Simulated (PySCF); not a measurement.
# Working out the ionisation energy of Kr

Kr [Kr] (1S) → Kr⁺ [Ar] 3d10 4s2 4p5 (2P). Computed with PySCF 2.14 in cc-pVTZ-DK (6s5p3d1f, 43 functions), with the spin-free X2C one-electron Hamiltonian (Gaussian nucleus). Frozen: [Ar] 3d10. Energies in hartree (1 hartree = 27.21139 eV):

```csv
part,Kr (lower),Kr⁺ (upper)
UHF,-2788.173048,-2787.693426
CCSD correlation,-0.186780,-0.157013
(T),-0.005293,-0.003944
```

**Question.** What does Hartree-Fock give?

**Answer.** (-2787.693426) − (-2788.173048) = 0.479622 hartree = 13.051 eV.

**Question.** What do CCSD and CCSD(T) give?

**Answer.** The CCSD correlation energies differ by 0.029767 hartree = 0.810 eV and the triples by 0.001349 hartree = 0.037 eV, so CCSD gives 13.861 eV and CCSD(T) 13.898 eV.

Measured between the centres of the two terms (NIST): 14.222 eV, so CCSD(T) (valence) is off by -0.324 eV.

What remains against the reference includes basis incompleteness, the frozen core and higher excitations.
